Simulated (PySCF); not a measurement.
An unknown is described by computed data only.

Formula: C2H8FOPSi2.

| Quantity | Value |
| --- | --- |
| UV, first state | lowest singlet excitation: 6.39 eV (194 nm, f = 0.030) [TDDFT PBE0/def2-SVPD] |
| NMR, other nuclei | isotropic shieldings of nuclei other than C and H, by class: 245 (1 O), 328 (1 F), 331 (1 Si), 346 (1 Si), 612 (1 P) ppm [GIAO PBE0/pcSseg-1] |
| 1H NMR | chemical shifts (computed TMS as zero) by class: 5.88 (1 H), 5.08 (1 H), 1.33 (1 H), 1.21 (2 H), 1.18 (1 H), 0.94 (1 H), 0.91 (1 H) ppm [GIAO PBE0/pcSseg-1] |
| 13C NMR | chemical shifts (computed TMS as zero) by class: 14.9 (1 C), 10.9 (1 C) ppm [GIAO PBE0/pcSseg-1] |
| UV, strongest line | among the 6 lowest singlet transitions: S4 at 7.20 eV (172 nm, f = 0.156) [TDDFT PBE0/def2-SVPD] |
| Dipole | 2.57 D [PBE0/def2-SVPD] |
| Rotational structure | rotational constants A, B, C: 3.103, 0.866, 0.755 GHz [GFN2-xTB] |

Electronic properties: PySCF, gas phase, density fitting. Levels stand in brackets. Isolated species at its GFN2-xTB geometry (one conformer only). Each NMR value is the plain mean over a class of atoms that symmetry, rotation or inversion makes alike.

Question: Give a SMILES that accounts for the data.

Answer: Numbering: `[F:1][Si@@H:2]1[CH2:3][CH2:4][Si@@H:5]([PH2:6])[O:7]1`. 2 carbons fall into 2 classes; from least to most shielded: ring sp3 carbon bound to silicon [C4] (14.9 ppm), ring sp3 carbon bound to silicon [C3] (10.9 ppm). Hydrogen classes from least to most shielded: 1 H on an oxygen-bound silicon, Si5 (5.88 ppm), 1 H on a fluorine-bound silicon, Si2 (5.08 ppm), 1 H on an sp3 carbon bound to silicon, C4 (1.33 ppm), 2 H on a three-coordinate phosphorus, P6 (1.21 ppm, a mean of values up to 0.8 ppm apart in this geometry), 1 H on an sp3 carbon bound to silicon, C3 (1.18 ppm), 1 H on an sp3 carbon bound to silicon, C3 (0.94 ppm), 1 H on an sp3 carbon bound to silicon, C4 (0.91 ppm). The other shieldings belong to: 245 ppm, siloxane oxygen [O7]; 328 ppm, silicon-bound fluorine [F1]; 331 ppm, oxygen-bound silicon [Si5]; 346 ppm, fluorine-bound silicon [Si2]; 612 ppm, three-coordinate phosphorus [P6]. The optimised geometry has point group C1 and is an asymmetric top. Structure: `[Si@H]1(P)O[Si@@H](CC1)F`. The assignments are read from this structure; whether some other isomer fits the data as well wasn't checked. The mirror image fits equally.
